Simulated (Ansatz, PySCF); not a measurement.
Reaction (SMILES): C[Si](C)(C)N + H+ -> C[Si](C)(C)[NH3+]
Structures are relaxed separately at B3LYP-D3(BJ)/def2-TZVP in Ansatz (a quantum-chemistry and plane-wave program), one conformer each, not searched for the lowest.

Property: proton affinity (enthalpy at 298 K, with B3LYP-D3(BJ) rigid-rotor harmonic-oscillator terms from PySCF), positive where the reaction releases energy, in kcal/mol. Cores are frozen in the correlated levels unless marked. Spin-orbit coupling is left out. No relativistic terms. CBS marks a two-point X^-3 extrapolation of the correlation energy; Hartree-Fock from the larger set.

CCSD(T)/CBS(cc-pV(T+d)Z,cc-pV(Q+d)Z) (Ansatz) gives 221.4 kcal/mol.

Question: Another calculation gave 224.8 kcal/mol. Which level was it?
(A) CAM-B3LYP/def2-TZVPD (Ansatz)
(B) revPBE/def2-TZVPD (Ansatz)
(C) SVWN5/def2-TZVPD (Ansatz)

Answer: B, revPBE/def2-TZVPD (Ansatz). The others give 220.5 (CAM-B3LYP), 216.2 (SVWN5) kcal/mol.
